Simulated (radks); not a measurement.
Radial electron density D(r) = 4 pi r^2 rho(r) of an atom or ion with 4 electrons. All-electron calculation, non-relativistic Kohn-Sham, exchange-only LDA, spin-polarised, spherical densities, point nucleus. Program: a radial shooting solver on a logarithmic mesh with Libxc functionals.

r (bohr)  D(r) (e/bohr)
0.006275         0.1424
0.006908         0.1708
0.007665         0.2077
0.008437         0.2486
0.009287         0.2972
0.01031          0.3600
0.01134          0.4290
0.01259          0.5178
0.01385          0.6148
0.01525          0.7285
0.01692          0.8733
0.01863           1.030
0.0205            1.211
0.02275           1.438
0.02504           1.680
0.02757           1.955
0.03059           2.294
0.03367           2.647
0.03736           3.073
0.04113           3.506
0.04527           3.977
0.05023           4.525
0.05529           5.059
0.06086           5.611
0.06753           6.215
0.07434           6.760
0.08183           7.275
0.0908            7.772
0.09995           8.149
0.1109            8.440
0.1221            8.574
0.1344            8.558
0.1491            8.356
0.1641            7.994
0.1807            7.471
0.2005            6.745
0.2207            5.965
0.2448            5.054
0.2695            4.210
0.2967            3.423
0.3292            2.694
0.3624            2.181
0.3989            1.845
0.4426            1.684
0.4872            1.700
0.5363            1.832
0.595             2.041
0.655             2.231
0.7268            2.368
0.8               2.388
0.8806            2.286
0.9771            2.047
1.076             1.735
1.184             1.379
1.314            0.9943
1.446            0.6804
1.592            0.4297
1.766            0.2367
1.944            0.1236
2.157           0.05444
2.375           0.02270
2.614          0.008368
2.9            0.002437
3.193         0.0006690

What is the nuclear charge?

Answer. Z = 8. The innermost maximum, from 1s, lies near 1/Z = 0.125 bohr (found: 0.127), and its height grows with Z. The density is that of the oxygen ion O4+ in [He] 2s2; the configuration itself is not fixed sharply by these data. D(r) has 2 maxima, at r = 0.127, 0.775 bohr, and minima at 0.461 bohr, inside which lie 2.07 electrons.
